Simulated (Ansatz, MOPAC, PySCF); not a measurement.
Pair of molecules: BFH2O2 (SMILES OB(O)F) (first 6 atoms) with HF (SMILES F); geometry from B3LYP-D3(BJ)/def2-TZVP.
(charge 0, multiplicity 1):
```xyz
8

O      1.10913     0.83478     0.23364
B      0.02755     0.03405     0.15972
O     -0.45672    -0.51683     1.31372
F     -0.58260    -0.23592    -1.00411
H      1.39923     1.19002    -0.61204
H     -1.22973    -1.07785     1.19297
F      0.28765    -0.34802     3.87963
H      0.09129    -0.35690     2.96178
```

Monomers are frozen at their geometry in the pair; levels with a basis set take the counterpoise correction.

Rows in 6-31G* carry no dispersion term and start afresh at each structure (6-31G* with six Cartesian d functions). The state that AM1 reach isn't checked.

The values were computed with Ansatz (a quantum-chemistry and plane-wave program); MOPAC for AM1 (differences of heats of formation); PySCF for 6-31G* rows. Each number belongs to the level named beside it.

Q: One of these levels gives 0.39 kcal/mol for the interaction energy. Which?
A) HF/6-31G*
B) PBE/def2-TZVPPD
C) AM1
D) HF/aug-cc-pVDZ

A: C, AM1. The others give -6.38 (HF/6-31G*), -5.88 (HF/aug-cc-pVDZ), -7.30 (PBE/def2-TZVPPD)
